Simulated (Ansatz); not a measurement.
A run of Ansatz (development build ahead of 0.2.0) on triplet CrSi at this shape:

```xyz
2

Cr    0.0000    0.0000    0.0000
Si    0.0000    0.0000    3.6800
```

Its results:

```json
{"Converged": "yes", "Total energy": "-1333.75468 hartree", "Spin squared of the determinant": "4.961", "Stability test": "minimum"}
```

Which input gives this output? Name the method, the orbitals and the basis set, and write the input.

r²SCAN (unrestricted) in pcseg-2.

```yaml
crystal:
  periodic: [false, false, false]
  atoms:
    - { symbol: Cr, position_ang: [0.0, 0.0, 0.0] }
    - { symbol: Si, position_ang: [0.0, 0.0, 3.68] }
basis:
  gaussian: { orbitals: pcseg-2 }
magnetization:
  spin_polarized: true
  initial_magnetization: 2
hamiltonian:
  xc: r2scan
```

Caution: another spin multiplicity may lie lower; the unrestricted determinant is a mixture of spin states.
